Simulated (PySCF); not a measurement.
PySCF input for GeF4, SMILES [F][Ge]([F])([F])[F], C-PCM-M06-2X/def2-SVP. The structure is a stationary point at TPSSh-D3(BJ)/def2-SVP. The isomer is the one that the SMILES or the coordinates give; other isomers of the formula were not compared.

```python
import numpy as np
from pyscf import gto, scf, dft
from pyscf.solvent import pcm

mol = gto.M(
    atom='''
    F     0.98553258    0.98553257   -0.98553257
    Ge   -0.00000000    0.00000000   -0.00000000
    F    -0.98553257    0.98553257    0.98553257
    F    -0.98553257   -0.98553257   -0.98553257
    F     0.98553257   -0.98553258    0.98553257
    ''',
    basis='def2-SVP',
    charge=0,
    spin=0,
    max_memory=1600,
    verbose=3,
)
mf = dft.RKS(mol, xc='m06-2x').density_fit(auxbasis='def2-universal-jkfit')
mf.grids.level = 4
mf.conv_tol = 1e-9
mf.max_cycle = 100
mf.kernel()
res = {}
for name, eps in {'water': 78.355, 'benzene': 2.2706, 'tetrahydrofuran': 7.4257}.items():
    s = mf.PCM()
    s.with_solvent.method, s.with_solvent.eps, s.with_solvent.lebedev_order = 'C-PCM', eps, 29
    s.kernel(mf.make_rdm1())
    res[name] = (s.e_tot, eps, s.dip_moment(), s.mo_energy, s.converged)
    print(f'{name}: electrostatic solvation free energy {(s.e_tot - mf.e_tot) * 627.509474:.3f} kcal/mol')
```

It prints:

```
converged SCF energy = -2475.82023079756

WARN: PCM is an experimental feature. It is still in testing.
Features and APIs may be changed in the future.

converged SCF energy = -2475.82471619089
Dipole moment(X, Y, Z, Debye): -0.00000,  0.00000,  0.00000
water: electrostatic solvation free energy -2.815 kcal/mol

WARN: PCM is an experimental feature. It is still in testing.
Features and APIs may be changed in the future.

converged SCF energy = -2475.82273792328
Dipole moment(X, Y, Z, Debye): -0.00000,  0.00000, -0.00000
benzene: electrostatic solvation free energy -1.573 kcal/mol

WARN: PCM is an experimental feature. It is still in testing.
Features and APIs may be changed in the future.

converged SCF energy = -2475.82414661218
Dipole moment(X, Y, Z, Debye): -0.00000,  0.00000, -0.00000
tetrahydrofuran: electrostatic solvation free energy -2.457 kcal/mol
```

The calculation finished and met its thresholds.

Cost: very roughly 28 core-seconds.
